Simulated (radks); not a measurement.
Results of a calculation; reference values are marked as such.
Re LX, configuration [Ne] 3s2 3p4 (the NIST ground configuration).

Level of theory: scalar-relativistic Kohn-Sham, BLYP, spin-polarised, spherical densities, finite nucleus; open shells are filled with parallel spins first (spin-orbit coupling, left out, can overturn this in heavy ions); Fermi nuclear charge, rms radius 5.3698 fm (a radial shooting solver on a logarithmic mesh with Libxc functionals).

Energy parts (eV):
total: -350578.38
kinetic: 396476.38
electron-nucleus: -777938.90
Hartree: 35498.79
exchange-correlation: -4614.65

Orbitals (lengths in bohr, moments of r in powers of bohr; r(max) is where P^2 peaks):
orbital  occ.  eigenvalue (eV)      <r^2>   r(max)
1s up       1        -76251.39  0.0004478  0.01124
1s down     1        -76243.78  0.0004477  0.01124
2s up       1        -16865.58   0.006727  0.06421
2s down     1        -16860.27   0.006724  0.06422
2p up       3        -15318.02   0.005548  0.05268
2p down     3        -15310.46   0.005547  0.05270
3s up       1        -6700.148    0.03821   0.1735
3s down     1        -6678.345    0.03826   0.1735
3p up       3        -6241.883    0.03751   0.1698
3p down     1        -6220.089    0.03756   0.1699

The highest occupied level is 3p down at -6220.1 eV. For comparison, the ionisation energy in NIST's Atomic Spectra Database is 6176 eV (theoretical). In exact Kohn-Sham theory the highest level is minus the ionisation energy, but local and semilocal functionals leave it too shallow, through self-interaction and a potential that decays too fast; potentials with the right tail come closer. The spin density at the nucleus is -52.83 e/bohr^3 (1s -99.38, 2s 9.05, 3s 37.51). Summed over all electrons, <r^2> = 0.2742 bohr^2, which gives a Langevin (diamagnetic) susceptibility term of -0.217 x 10^-6 cm^3/mol. The electron density at the nucleus is 1.65e+06 e/bohr^3 (large components only). Spin moment in Bohr magnetons: 2.
